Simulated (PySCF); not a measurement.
C2H4Cl, doublet, at a GFN2-xTB geometry. Base run: SVWN5/STO-3G run with PySCF.

Input for PySCF:
```python
from pyscf import gto, scf, dft

mol = gto.M(
    atom='''
C     0.182802    0.897271   -0.013143
C     1.566145    0.549642   -0.026074
Cl   -0.841137   -0.711490    0.019050
H    -0.155495    1.399582    0.888154
H    -0.177877    1.377691   -0.917688
H     2.080916    0.329442    0.890428
H     2.058112    0.307139   -0.949446
''',
    basis='sto-3g',
    charge=0,
    spin=1,
    verbose=4,
)

mf = dft.UKS(mol)
mf.xc = 'lda,vwn'
mf.kernel()
```

Variants of this job, named by their change:

```tsv
change	ΔE vs base (µEh)	SCF cycles	<S^2>	outcome
base	0.0	9	0.753	converged
diis_space = 20	0.0	9	0.753	converged
diis = off; damp = 0.6 (with mf.diis_start_cycle = 200; with mf.max_cycle = 150)	0.0	21	0.753	converged
diis_space = 4	0.0	10	0.753	converged
init_guess = sap	0.0	11	0.753	converged
init_guess = vsap	0.0	10	0.753	converged
conv_tol_grad = 1e-3	0.0	9	0.753	converged
level_shift = 1.0 (with mf.max_cycle = 100)	0.0	54	0.753	converged
DIIS = EDIIS	-	50	-	not converged
DIIS = ADIIS	0.0	14	0.753	converged
init_guess = atom	0.0	9	0.753	converged
diis = off; damp = 0.3 (with mf.diis_start_cycle = 200; with mf.max_cycle = 150)	0.0	52	0.753	converged
conv_tol = 1e-11	0.0	10	0.753	converged
```

Open shells are given as the SCF converged; they aren't shown to be the lowest states, and a large step between rows can be another state.
